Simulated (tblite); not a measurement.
Species: C5H9NOSi.
Atom-mapped SMILES: `[CH2:1]=[CH:2][Si@H:3]([N:4]=[CH2:5])[C:6]([CH3:7])=[O:8]` (hydrogens: H9, H10 on C1; H11 on C2; H12 on Si3; H13, H14 on C5; H15, H16, H17 on C7)

Computed with GFN2-xTB (tblite), gas phase: L-BFGS steps from a force-field or distance-geometry start until the largest atomic force falls under 0.01 eV/Å.

Step 18: E = -650.8607 eV
```
atom  x, y, z in Å  |  force x, y, z in eV/Å
C1     -0.5273    2.5952    0.2687   -0.005  -0.021  -0.004
C2      0.3778    1.6754   -0.0293   -0.012   0.002  -0.042
Si3     0.5546    0.0202    0.8672    0.084   0.088  -0.054
N4      1.4168   -1.0342   -0.2007    0.143   0.071   0.038
C5      2.6366   -1.2996   -0.2956   -0.044  -0.047  -0.017
C6     -1.1999   -0.7173    1.1298    0.006   0.044   0.246
C7     -1.9505   -1.3816    0.0152    0.056  -0.003  -0.031
O8     -1.7018   -0.5378    2.2184   -0.072  -0.040   0.031
H9     -1.2846    2.4271    1.0184    0.044  -0.016   0.016
H10    -0.5592    3.5602   -0.2167   -0.014  -0.049  -0.031
H11     1.1049    1.8936   -0.8031   -0.007   0.019   0.025
H12     1.1497    0.2571    2.1890   -0.049  -0.022  -0.009
H13     2.9615   -2.0033   -1.0608    0.004   0.073   0.018
H14     3.4343   -0.8838    0.3370   -0.204  -0.099  -0.059
H15    -2.4150   -0.5924   -0.5712    0.006   0.049  -0.091
H16    -2.7341   -2.0328    0.3928   -0.039   0.002   0.080
H17    -1.2708   -1.9338   -0.6196    0.103  -0.051  -0.117
```

Step 19: E = -650.8660 eV
```
atom  x, y, z in Å  |  force x, y, z in eV/Å
C1     -0.5311    2.5946    0.2677   -0.006  -0.012   0.000
C2      0.3744    1.6736   -0.0251   -0.006   0.041  -0.069
Si3     0.5575    0.0236    0.8768    0.054   0.046  -0.056
N4      1.4261   -1.0217   -0.1904    0.069   0.025  -0.041
C5      2.6393   -1.3066   -0.3007   -0.058  -0.004   0.015
C6     -1.1977   -0.7211    1.1339    0.065   0.101   0.154
C7     -1.9468   -1.3814    0.0131    0.065  -0.008   0.012
O8     -1.6980   -0.5373    2.2220   -0.116  -0.077   0.022
H9     -1.2874    2.4386    1.0203    0.036  -0.055   0.032
H10    -0.5657    3.5550   -0.2252    0.001  -0.026  -0.050
H11     1.0998    1.8914   -0.8013   -0.017   0.005   0.029
H12     1.1358    0.2694    2.2021   -0.026  -0.021   0.024
H13     2.9530   -1.9989   -1.0810   -0.019   0.069   0.027
H14     3.4401   -0.9110    0.3364   -0.115  -0.090  -0.030
H15    -2.4072   -0.5943   -0.5803    0.019   0.056  -0.049
H16    -2.7348   -2.0279    0.3924   -0.008   0.000   0.039
H17    -1.2642   -1.9340   -0.6210    0.062  -0.050  -0.061
```

Step 20: E = -650.8694 eV
```
atom  x, y, z in Å  |  force x, y, z in eV/Å
C1     -0.5346    2.5950    0.2667   -0.006  -0.004  -0.002
C2      0.3707    1.6730   -0.0229    0.001   0.045  -0.062
Si3     0.5612    0.0282    0.8843    0.008   0.009  -0.027
N4      1.4352   -1.0091   -0.1828   -0.017   0.002  -0.084
C5      2.6421   -1.3117   -0.3044   -0.059   0.017   0.022
C6     -1.1951   -0.7229    1.1391    0.063   0.094   0.042
C7     -1.9424   -1.3818    0.0115    0.066   0.005   0.040
O8     -1.7002   -0.5386    2.2244   -0.110  -0.087   0.013
H9     -1.2895    2.4460    1.0215    0.030  -0.069   0.040
H10    -0.5699    3.5516   -0.2327    0.001  -0.013  -0.055
H11     1.0947    1.8890   -0.8000   -0.008   0.008   0.008
H12     1.1249    0.2788    2.2144   -0.009  -0.017   0.032
H13     2.9440   -1.9946   -1.0969   -0.025   0.056   0.021
H14     3.4471   -0.9355    0.3347   -0.042  -0.075   0.008
H15    -2.3999   -0.5936   -0.5858    0.047   0.025  -0.002
H16    -2.7356   -2.0243    0.3922    0.043   0.021   0.000
H17    -1.2596   -1.9373   -0.6237    0.018  -0.018   0.006
```

Problem. Estimate the geometry and energy of step 21. (The exact step hangs on the optimiser's Hessian estimate; all steps are aligned on step 20, rigid shifts and turns removed.)

Solution. E = -650.8716 eV, largest force 0.125 eV/Å
```
atom  x, y, z in Å  |  force x, y, z in eV/Å
C1     -0.5377    2.5958    0.2659   -0.006   0.001  -0.007
C2      0.3674    1.6734   -0.0218    0.006   0.027  -0.037
Si3     0.5647    0.0323    0.8900   -0.025  -0.005   0.006
N4      1.4419   -0.9990   -0.1784   -0.087   0.004  -0.089
C5      2.6437   -1.3152   -0.3069   -0.047   0.023   0.014
C6     -1.1923   -0.7225    1.1433    0.023   0.053  -0.030
C7     -1.9378   -1.3819    0.0109    0.061   0.023   0.042
O8     -1.7041   -0.5413    2.2258   -0.076  -0.079   0.002
H9     -1.2910    2.4501    1.0231    0.029  -0.066   0.035
H10    -0.5728    3.5491   -0.2397   -0.009  -0.009  -0.046
H11     1.0904    1.8867   -0.7992    0.008   0.019  -0.022
H12     1.1163    0.2860    2.2250    0.000  -0.017   0.020
H13     2.9358   -1.9902   -1.1091   -0.023   0.040   0.009
H14     3.4536   -0.9565    0.3334   -0.004  -0.061   0.039
H15    -2.3934   -0.5922   -0.5890    0.074  -0.009   0.031
H16    -2.7353   -2.0215    0.3915    0.081   0.042  -0.019
H17    -1.2563   -1.9410   -0.6252   -0.007   0.013   0.052
```

The energy changes by -0.0022 eV. The first-order estimate −F·Δx gives -0.0030 eV and the mean of the old and new forces, exact on a quadratic surface, -0.0022 eV. The step makes an angle of 75° with the force vector and moves no atom by more than 0.022 Å.

What follows is the cost of the whole relaxation. Hardware: one thread, Arm Neoverse N1 (aarch64), shared host with 64 logical CPUs at a one-minute load of 55. Cost: 1.1 s.
